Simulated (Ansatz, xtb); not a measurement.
**Relative energy of two isomers of CH4GaIn**

Structure I: `[Ga][CH2][InH2]`, a singlet. Structure II: `[GaH2][CH2][In]`, a singlet. Both are isolated molecules in the gas phase, relaxed with PBE0-D3(BJ)/def2-SVP; the shapes shown needn't be the lowest conformers.

I (Å):

```xyz
7

C    -0.4045    1.0270    0.6773
Ga    0.0444    2.9005    1.2989
In   -1.4017    0.6864   -1.1985
H     0.5603    0.4832    0.6476
H    -1.0364    0.5917    1.4764
H    -3.1383    0.6783   -1.2625
H    -0.4663    0.4954   -2.6506
```

II (Å):

```yaml
atoms:
  - { symbol: C, position_ang: [-1.3471, 1.0177, -0.7637] }
  - { symbol: Ga, position_ang: [-0.4845, 1.0041, 0.9601] }
  - { symbol: In, position_ang: [-0.1025, 0.5890, -2.6207] }
  - { symbol: H, position_ang: [-1.7749, 2.0091, -1.0045] }
  - { symbol: H, position_ang: [-2.1344, 0.2440, -0.8382] }
  - { symbol: H, position_ang: [0.2040, 2.3084, 1.5226] }
  - { symbol: H, position_ang: [-0.3361, -0.3418, 1.7715] }
```

Problem. Estimate which is lower in electronic energy at CCSD(T)/def2-TZVP, and by roughly how much.

Solution. The CCSD(T)/def2-TZVP calculation puts structure II lower, by 20.3 kcal/mol.

How the difference moves with the method:

| level | geometry | E(II) − E(I) (kcal/mol) | departure from the last row (kcal/mol) | job, with rough time for the two |
| --- | --- | --- | --- | --- |
| GFN2-xTB | GFN2-xTB | −19.6 | +0.7 | optimisation, 0.23 s |
| HF/STO-3G | GFN2-xTB | −11.3 | +9.0 | single point, 4.4 s |
| r2SCAN-D4/def2-SVP | GFN2-xTB | −22.4 | −2.0 | single point, 3.5 s |
| PBE0-D3(BJ)/def2-SVP | PBE0-D3(BJ)/def2-SVP | −20.4 | −0.1 | optimisation, 36 s |
| HF/def2-TZVP | PBE0-D3(BJ)/def2-SVP | −17.7 | +2.6 | part of the CCSD(T) run |
| MP2/def2-TZVP | PBE0-D3(BJ)/def2-SVP | −23.9 | −3.6 | part of the CCSD(T) run |
| CCSD(T)/def2-TZVP | PBE0-D3(BJ)/def2-SVP | −20.3 |  | single point, 95 s |

As drawn, II has 2 Ga–H in place of 2 In–H.

The levels shown agree on the order. The largest departure from CCSD(T)/def2-TZVP is that of HF/STO-3G, 9.0 kcal/mol.

With harmonic frequencies from PBE0-D3(BJ)/def2-SVP (ideal gas, rigid rotor, one conformer each, 298.15 K, 1 atm): on the last row, ΔE + ΔZPE = −19.1, ΔH = −19.3, ΔG = −18.9 kcal/mol.

The correlated steps freeze 14 core orbitals; the filled d shell of Ga and In is correlated, in a basis made for valence electrons. Atoms past krypton carry core potentials in the def2 sets, other sets are all-electron and non-relativistic, and no spin–orbit term is included. Programs: Ansatz 0.2.0, xtb 6.7.1; the last row on 2 threads of Arm Neoverse V1 on a shared host.
